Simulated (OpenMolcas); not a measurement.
**Os4+: effect of the active space**

```
Program             : OpenMolcas
Method              : CASSCF or its RAS form
Basis               : ANO-RCC-VTZP
Scalar Hamiltonian  : DKH2, point nucleus
Spin-orbit coupling : state interaction with AMFI integrals over the reference wave functions, term energies averaged over their components
```

A. 4 electrons in 5 orbitals (5d); 2S+1 = 5 even, 5 roots; 2S+1 = 3 even, 45 roots; 2S+1 = 1 even, 50 roots; cost about 30 core-seconds
B. 10 electrons in 8 orbitals (RAS1 5p, at most 2 holes; RAS2 5d); 2S+1 = 5 even, 5 roots; 2S+1 = 3 even, 45 roots; 2S+1 = 1 even, 50 roots; cost about 70 core-seconds
C. 4 electrons in 10 orbitals (5d 6d); 2S+1 = 5 even, 5 roots; 2S+1 = 3 even, 45 roots; 2S+1 = 1 even, 50 roots; cost of the order of 80 core-seconds

Energies in cm-1 above 5d4 5D0, the measured ground level; measured values from the list in Palmeri et al., Atoms 14, 22 (2026).

```tsv
Level	A	B	C	Measured
5d4 5D0 [68 %]	0.0	0.0	0.0	0.0
5d4 5D1	3613	4132	3675	4311
5d4 5D2	7190	7970	7269	8083
5d4 5D3	10273	11135	10371	11018
5d4 5D4	12722	13523	12840	12966
5d4 3P0(1) [55 %]	20685	20027	20383	
5d4 3H4 [56 %]	22180	23365	21920	20374
5d4 3G3 [58 %]	26828	27400	26546	23942
5d4 3H5	27287	28983	27131	25344
5d4 3P1(1)	28047	27505	27827	24680
5d4 3F2(1) [74 %]	28082	27964	27818	
5d4 3H6	29629	31603	29510	27669
5d4 3F3(1) [53 %]	36248	36808	36043	
5d4 3D3 [57 %]	38453	38780	38244	
5d4 3G5	39682	41226	39649	37016
5d4 1I6	41948	44379	41835	39284
5d4 3D1	42918	43056	42660	38536
5d4 1S0(1)	49302	48134	49082	
5d4 1F3 [64 %]	53003	53182	52711	46549
5d4 3P2(2) [74 %]	57663	56433	57224	
5d4 3F4(2) [67 %]	59936	59247	59602	
5d4 3F2(2) [62 %]	62467	62131	61938	
5d4 3F3(2)	63224	62807	62717	55872
5d4 3P1(2)	64406	63391	63900	55988
```

Deviations, from unrounded energies. A percentage is the sum of absolute deviations over the sum of measured energies, with the sign that they share, or ± where signs differ.

```
                        Against measurement  Levels      A      B      C
             mean absolute deviation (cm-1)      15   3100   3500   2900
      fine structure of the ground term (%)       4   -7.1   ±2.7   -6.1
other terms of the ground configuration (%)      11  +11.1  +13.1  +10.4
```

C lies closest to measurement on these levels and B furthest from it. The largest miss of C in the table is 5d4 3P1(2), by +7900 cm-1. The ranking rests on the paired levels alone, and a cruder setting can come out closer through cancelling errors.

Among A to C the level of the table that moves most is 5d4 1I6, by 2500 cm-1 (lowest in C, highest in B).

Without dynamic correlation excited terms often stand tens of per cent too high (terms of higher spin than the ground term too low), and those without a measured partner can miss by more than the paired ones. Active for correlation alone: 5p; no level in the range computed is led by a configuration that opens it, so any true level of that kind is missing (holds for B). Active for correlation alone: 6d; no level in the range computed is led by a configuration that fills it, so any true level of that kind is missing (holds for C). Computed and measured levels are paired by configuration, term and J; levels that our copy of the source lacks, or whose pairing is in doubt (as where it misses far off the trend of its configuration), stay unpaired and out of the deviations. Levels of configurations outside the active space are missing. Levels that lie high or do not pair safely by name in every column are left out.

A share in square brackets marks a mixed level and gives the weight of the term that names it, the lowest over the columns. A number in round brackets counts repeated terms of one configuration in the order of the reference energies.
